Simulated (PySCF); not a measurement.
# Ir⁶⁵⁺: ionisation energy

Ir⁶⁵⁺ [Ne] 3s2 (1S) → Ir⁶⁶⁺ [Ne] 3s1 (2S), as a difference of total energies. Computed with PySCF 2.14 in an even-tempered Gaussian basis (17 s from 20 bohr⁻², ratio 2.5; 12 p from 26 bohr⁻², ratio 2.5; 4 d from 92 bohr⁻², ratio 2.7; 4 f from 140 bohr⁻², ratio 2.7), with the spin-free X2C one-electron Hamiltonian (Gaussian nucleus). Correlated levels: outer shells: 1s2 frozen; virtual orbitals above 40 to 60 times the deepest correlated orbital energy dropped. The calculations carry no spin-orbit coupling.

```tsv
method	ionisation energy (eV)
UHF	7715.5
LDA	7720.7
PBE	7725.7
PBE0	7723.4
r2SCAN	7714.9
BHandHLYP	7720.9
r2SCANh	7715.1
MP2 (outer shells)	7718.8
SCS-MP2 (outer shells)	7719.2
```

Question: How much does correlation contribute at MP2 (outer shells)?

Answer: 7718.8 − (7715.5) = 3.3 eV, measured against UHF.

Breit and QED terms and the two-electron picture change are absent.

For comparison: 7710 ± 30 eV (theoretical estimate listed by NIST; NIST Atomic Spectra Database, ionization energies).
